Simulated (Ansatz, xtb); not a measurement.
C2H3Ge: 3 structures ranked

3 gas-phase structures of C2H3Ge, found in a search over its isomers (lower ones may exist). Each was relaxed with GFN2-xTB:

A. a doublet given by its coordinates
B. a doublet given by its coordinates
C. `C#[C][GeH2]`, a doublet

B (Å):

```yaml
atoms:
  - { symbol: C, position_ang: [0.1450, -0.1084, -0.5076] }
  - { symbol: C, position_ang: [0.9546, -0.3307, 0.5470] }
  - { symbol: Ge, position_ang: [-1.5367, 0.8351, -0.5803] }
  - { symbol: H, position_ang: [0.4769, -0.5158, -1.4648] }
  - { symbol: H, position_ang: [1.8819, -0.8776, 0.4696] }
  - { symbol: H, position_ang: [0.7054, 0.0352, 1.5319] }
```

Close contacts (Å): C1–C2 1.35, C1–Ge3 1.93, C1–H4 1.09, C2–H5 1.08, C2–H6 1.08.

A (Å):

```xyz
6

C    -1.2912   -0.0941   -0.1409
C    -1.6721   -1.4167   -0.6250
Ge   -2.1342   -3.0232   -1.2135
H    -0.2642    0.1487   -0.4295
H    -1.9475    0.6784   -0.5530
H    -1.3552   -0.0420    0.9500
```

Close contacts (Å): C1–C2 1.46, C2–Ge3 1.77, C1–H4 1.09, C1–H5 1.09, C1–H6 1.09.

Which do you expect lowest at r2SCAN-D4/def2-SVP, and how would the others follow?

Calculated order at r2SCAN-D4/def2-SVP: B (0.000), A (0.630), C (0.929) eV.

Energies above the lowest of each column, in eV; the last columns are at PBE-D3(BJ)/def2-SVP geometries:

| structure | GFN2-xTB | HF/STO-3G | r2SCAN-D4/def2-SVP | PBE-D3(BJ)/def2-SVP | CCSD(T)/def2-SVP |
| --- | --- | --- | --- | --- | --- |
| B | 0.000 | 0.000 | 0.000 | 0.000 | 0.000 |
| A | 0.634 | 0.378 | 0.630 | 0.693 | 0.811 |
| C | 1.070 | 0.308 | 0.929 | 0.951 | 0.739 |

Every level run on B puts it lowest or level with the lowest. CCSD(T)/def2-SVP orders those it was run on as B (0.000), C (0.739), A (0.811) eV. Open shells are spin-unrestricted, some with notable spin contamination. Large T1 diagnostics make some coupled-cluster values less sure.

Programs: Ansatz 0.2.0, xtb 6.7.1.
